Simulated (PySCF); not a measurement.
Species: C₅H₁₀GeSSi.
Geometry (PBE0-D3(BJ)/def2-SVP, Å), atoms numbered from 1 in this order:
```xyz
18
C5H10GeSSi angstrom
C     -2.0157    1.4767   -0.6777
Si    -1.2999    0.2811    0.5867
Ge    -2.1377   -1.9251    0.2573
C      0.5666    0.2239    0.4451
C      1.3874   -0.8697    0.2552
C      2.7685   -0.5414    0.1797
C      2.9905    0.8050    0.3134
S      1.5234    1.6625    0.5315
H     -1.7804    1.1451   -1.7003
H     -1.5892    2.4826   -0.5383
H     -3.1093    1.5511   -0.5763
H     -1.6872    0.7375    1.9604
H     -3.6733   -1.9443    0.3968
H     -1.5532   -2.9164    1.2832
H     -1.7834   -2.4404   -1.1533
H      1.0073   -1.8902    0.1708
H      3.5657   -1.2711    0.0315
H      3.9428    1.3344    0.2955
```

Level of theory: TDDFT CAM-B3LYP/def2-SVPD, vertical, gas phase, core orbitals frozen in the response (PySCF 2.14.0, density-fitted response routines). The CAM-B3LYP/def2-SVPD calculation is non-relativistic and has no spin–orbit coupling, an omission that weighs most on germanium.

| state | E (eV) | E (kJ/mol) | λ (nm) | f | main configurations (H = HOMO, L = LUMO) |
| --- | --- | --- | --- | --- | --- |
| S1 | 5.50 | 531 | 225.2 | 0.187 | H→L (89%) |
| S2 | 5.72 | 551 | 216.9 | 0.087 | H-1→L (81%) |
| S3 | 6.38 | 615 | 194.4 | 0.0018 | H→L+3 (44%), H→L+2 (14%), H→L+1 (8%) |
| S4 | 6.46 | 623 | 191.9 | 0.0006 | H-1→L+3 (44%), H-1→L+4 (10%) |
| S5 | 6.63 | 640 | 187.0 | 0.011 | H-2→L (80%) |
| S6 | 6.68 | 645 | 185.5 | 0.0003 | H→L+4 (51%), H→L+1 (26%) |

The lowest singlet comes at 225 nm (531 kJ/mol) in the ultraviolet; it is strong; its leading configuration is HOMO→LUMO (89%). The lowest level is also the most intense of those listed (f = 0.187). Löwdin shares by element: HOMO carbon 81% or more (atoms not listed hold the other 19%); LUMO carbon 52% or more, sulfur 19% (atoms not listed hold the other 29%). The oscillator strengths of these states sum to 0.288; summed over the whole spectrum of an exact calculation they would give the number of electrons, 102 (Thomas–Reiche–Kuhn). Of the 6 states listed, 3 reach f = 0.01 and 1 stays under 0.0005. The listed states span 1.18 eV, and the widest gap between neighbours is 0.66 eV (S2 to S3). Singlets were solved by full linear response.

One conformer stands for the species.
